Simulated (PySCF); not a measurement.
Compound: C2H10BNOSi.
Numbering: `[CH3:1][N:2]([CH3:3])[BH:4][O:5][SiH3:6]` (hydrogens: H7, H8, H9 on C1; H10, H11, H12 on C3; H13 on B4; H14, H15, H16 on Si6)

Theory: core-valence-separated Tamm–Dancoff BHandHLYP/aug-pcX-1 (pcseg-1 on H, def2-SVPD on Si) in PySCF, non-relativistic, gas phase, PBE0-D3(BJ)/def2-SVP geometry. No shift to experiment was applied.

**Question.** List the boron K-edge absorption lines.

**Answer.** 
| E (eV) | f | core hole on | main final orbital |
| --- | --- | --- | --- |
| 188.63 | 0.0799 | B4 | LUMO+12 (44 %) |
| 191.10 | 0.0093 | B4 | LUMO (39 %) |
| 191.71 | 0.0048 | B4 | LUMO+1 (58 %) |
| 191.91 | 0.0055 | B4 | LUMO (43 %) |
| 192.13 | 0.0107 | B4 | LUMO+2 (65 %) |
| 192.46 | 0.0009 | B4 | LUMO+4 (84 %) |
| 192.56 | 0.0032 | B4 | spread |

The first line with a tenth or more of the strongest one's intensity is at 188.63 eV (f = 0.080), with the hole on B4 (three-coordinate boron). It is also the strongest listed.

**Question.** Give energies, oscillator strengths and core holes at the C K edge.

**Answer.** 
```json
{"E (eV)": "286.07", "f": "0.0101", "core hole on": "C3", "main final orbital": "LUMO (65 %)"}
{"E (eV)": "286.12", "f": "0.0107", "core hole on": "C1", "main final orbital": "LUMO (63 %)"}
{"E (eV)": "286.73", "f": "0.0246", "core hole on": "C3", "main final orbital": "LUMO+2 (52 %)"}
{"E (eV)": "286.77", "f": "0.0233", "core hole on": "C1", "main final orbital": "LUMO+2 (59 %)"}
{"E (eV)": "286.98", "f": "0.0494", "core hole on": "C1/C3", "main final orbital": "spread (2 roots, f summed)"}
{"E (eV)": "287.34", "f": "0.0122", "core hole on": "C1", "main final orbital": "spread"}
{"E (eV)": "287.38", "f": "0.0103", "core hole on": "C3", "main final orbital": "spread"}
{"E (eV)": "287.71", "f": "0.0079", "core hole on": "C3", "main final orbital": "LUMO+1 (30 %)"}
{"E (eV)": "287.75", "f": "0.0274", "core hole on": "C1/C3", "main final orbital": "spread (2 roots, f summed)"}
```

The first line with a tenth or more of the strongest one's intensity is at 286.07 eV (f = 0.010), with the hole on C3 (N-methyl carbon). The strongest listed is at 286.98 eV (f = 0.049, sum of 2; C1/C3).

**Question.** List the oxygen K-edge absorption lines.

**Answer.** 
```tsv
E (eV)	f	core hole on	main final orbital
532.52	0.0169	O5	LUMO+2 (34 %)
532.56	0.0131	O5	spread
533.88	0.0091	O5	LUMO+4 (34 %)
534.26	0.0048	O5	LUMO+6 (31 %)
534.46	0.0002	O5	LUMO (54 %)
534.59	0.0014	O5	LUMO+3 (41 %)
534.74	0.0018	O5	LUMO+12 (34 %)
```

The first line with a tenth or more of the strongest one's intensity is at 532.52 eV (f = 0.017), with the hole on O5 (boron-bound oxygen). It is also the strongest listed.

Roots within 0.03 eV whose holes lie on the same, on equivalent or on shared atoms are summed into one line, and the highest roots are left out, as the search may have cut off their partners. Final orbitals are the ground state's empty Kohn–Sham orbitals.

**Question.** What length of transition dipole belongs to the line at 192.13 eV?

**Answer.** From f = (2/3) ΔE |μ|² in atomic units, with ΔE = 7.061 Eh and f = 0.0107: |μ| = 0.048 au = 0.12 D.

The list ends where the root search ended, not at a threshold.

The values belong to the conformer `[CH3:1][N:2]([CH3:3])[BH:4][O:5][SiH3:6]`: C1–N2–B4–O5 179°, N2–B4–O5–Si6 178°.
